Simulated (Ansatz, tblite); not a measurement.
Forces on the cluster K6S3 at its r2SCAN-D4/def2-SVP geometry. Charge 0, multiplicity 1.

The xTB rows come from tblite. The restricted singlet is unstable towards broken spin symmetry at other levels; at PBE-D4/def2-TZVP this wasn't settled. The geometry of the singlet was relaxed on an unsound state (restricted singlet, unstable towards broken spin symmetry at other levels and untested here). Another isomer (singlet) lies 2.32 eV lower at PBE0-D4/def2-TZVP; other spin states weren't run for this one.

GFN1-xTB (tblite), largest force 1.35 eV/Å:

```xyz
9
positions Å, forces eV/Å
K     0.121    1.487    1.299    0.182   -0.255   -0.016
K     3.289    1.585    4.613   -0.136   -0.044   -0.174
K    -2.972   -1.409   -0.698    0.327    0.360   -0.146
K     2.622   -1.615    1.406   -0.263    0.363    0.018
K    -4.271    2.493   -2.401    0.220   -0.190    0.075
K    -0.325    0.633   -3.286   -0.259   -0.092    0.426
S     0.395   -1.639   -0.890    0.165    0.878    0.862
S    -0.515   -1.605    1.040    0.589    0.036   -1.214
S     1.657    0.071   -1.083   -0.825   -1.056    0.168
```

GFN2-xTB (tblite), largest force 1.68 eV/Å:

```
K 1.297 -0.435 0.981
K -1.035 0.189 -0.908
K -0.220 0.429 -0.296
K -0.028 0.189 0.121
K 0.602 -0.478 0.238
K -0.534 0.187 0.011
S 0.289 0.622 0.787
S 0.188 -0.063 -0.832
S -0.558 -0.640 -0.102
```

PBE-D4/def2-TZVP (Ansatz), largest force 0.39 eV/Å:

```
K 0.019 0.013 0.029
K -0.029 -0.021 -0.046
K 0.001 0.055 -0.028
K 0.031 0.026 0.052
K 0.039 -0.048 0.002
K -0.055 0.012 0.026
S 0.032 0.292 0.263
S 0.138 -0.044 -0.302
S -0.175 -0.286 0.004
```
